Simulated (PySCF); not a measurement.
Species: CH10ClNP2Si3.
Structure used (PBE0-D3(BJ)/def2-SVP), in Å, numbered top down from 1:
```xyz
18
CH10ClNP2Si3 angstrom
N     -0.4115   -2.2197   -0.2110
Si     0.2189   -0.6187   -0.1185
C     -1.1661    0.5641    0.3145
Si    -2.5685    0.6344   -0.9428
P      1.3086    0.2759   -1.9514
Si     2.5888    0.9842   -0.2242
Cl     4.6185    0.9950   -0.6468
P      2.0025   -0.5861    1.2943
H     -1.2192   -2.4137   -0.7950
H      0.2350   -3.0014   -0.2085
H     -1.5770    0.2729    1.2965
H     -0.7465    1.5800    0.4171
H     -2.0732    1.1749   -2.2436
H     -3.6854    1.4951   -0.4476
H     -3.1117   -0.7405   -1.1836
H      2.1262   -0.8988   -2.0503
H      2.2165    2.3686    0.1877
H      1.4717    0.2679    2.3088
```

Level of theory: TDDFT B3LYP/def2-SVPD, vertical, gas phase, core orbitals frozen in the response in PySCF 2.14.0, density-fitted response routines.

Transition dipole moments from the ground state, in atomic units and in the frame of the coordinates above (overall signs are arbitrary), for the states with f of 0.002 or more among the lowest 6:

```csv
state,E (hartree),μx,μy,μz
S1,0.1708,-0.137,-0.015,0.001
S3,0.1936,-0.027,-0.134,0.015
S4,0.1975,-0.259,-0.201,-0.001
S5,0.2096,0.045,0.189,-0.200
S6,0.2113,0.190,-0.067,0.136
```

Question: Work out the oscillator strengths.

Answer: f = (2/3) ΔE |μ|² with ΔE in hartree (27.2114 eV).

```tsv
state	|μ|² (au)	|μ| (D)	f
S1	0.019	0.35	0.002
S3	0.019	0.35	0.002
S4	0.107	0.83	0.014
S5	0.078	0.71	0.011
S6	0.059	0.62	0.008
```

Question: Which bond between heavy atoms lies closest to the direction of the S4 transition dipole?

Answer: N1–Si2, at 31° from it; next Si6–Cl7 at 39°.

Question: What angle do the transition dipoles of S4 and S5 make?

Answer: |cos θ| = |μa·μb| / (|μa| |μb|) = 0.54, so θ ≈ 57° (taken between 0 and 90°, since the signs are arbitrary).

Question: How is the summed strength of these states shared among x, y and z?

Answer: (2/3) Σ ΔE μα² gives 0.016 for x, 0.013 for y and 0.008 for z, 0.038 in all.

Question: What peak molar absorption coefficient would the strongest computed level give as a lone Gaussian band 0.4 eV wide at half height?

Answer: ε(max) = 2.175×10⁸ f / FWHM, with the width in cm⁻¹. S4: 2.175×10⁸ × 0.0141 / 3226 ≈ 950 L mol⁻¹ cm⁻¹.

On Arm Neoverse N1, one thread, shared host with 64 logical CPUs at a one-minute load of 59, this took 2.5 min wall and 1.1 GiB of memory at its peak.

One conformer stands for the species.
